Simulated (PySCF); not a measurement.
## Orbital picture of LaH

PBE at R = 2.077 Å; PySCF, spin-free X2C with a Gaussian nucleus, basis sets La x2c-TZVPPall, H x2c-TZVPPall. State: triplet, about 0.0 electrons in the 4f shell (Mulliken). Only the outer orbitals are listed, counted within each symmetry.

| spin | orbital | occ. | ε (eV) | on La (%) | main shells (%) |
| --- | --- | --- | --- | --- | --- |
| α | 10σ | 1 | -37.56 | 100 | 100 La s |
| α | 6π | 1 | -21.30 | 100 | 100 La p |
| α | 6π | 1 | -21.30 | 100 | 100 La p |
| α | 11σ | 1 | -21.29 | 98 | 98 La p |
| α | 12σ | 1 | -5.68 | 41 | 59 H s, 25 La d, 12 La s |
| α | 13σ | 1 | -3.39 | 100 | 73 La s, 24 La d |
| α | 3δ | 1 | -2.95 | 100 | 100 La d |
| α | 7π | 0 | -2.37 | 99 | 96 La d |
| α | 7π | 0 | -2.37 | 99 | 96 La d |
| α | 3δ | 0 | -2.36 | 100 | 100 La d |
| β | 10σ | 1 | -37.22 | 100 | 100 La s |
| β | 11σ | 1 | -21.04 | 99 | 99 La p |
| β | 6π | 1 | -20.71 | 100 | 100 La p |
| β | 6π | 1 | -20.71 | 100 | 100 La p |
| β | 12σ | 1 | -5.63 | 40 | 60 H s, 23 La d, 12 La s |
| β | 13σ | 0 | -2.12 | 100 | 81 La s, 13 La d |
| β | 7π | 0 | -1.86 | 99 | 99 La d |
| β | 7π | 0 | -1.86 | 99 | 99 La d |

Task: Which are the highest filled and the lowest empty level, where do they sit, and how wide is the gap?

Result: Highest filled α 3δ at -2.95 eV (in %: 100 La d); lowest empty α 7π at -2.37 eV (in %: 96 La d); the gap at PBE is 0.58 eV.

- bond order (Mayer): 0.96
- ⟨S²⟩: 2.002
- charge on La (Mulliken, basis-dependent): 0.24
- charge on La (Löwdin, basis-dependent): 0.18
- dipole moment (positive dipole means La(−)H(+)): -3.18 D

Spin–orbit coupling is left out. With d or f electrons several states lie close, and the lowest PBE0 determinant need not be the measured ground state.
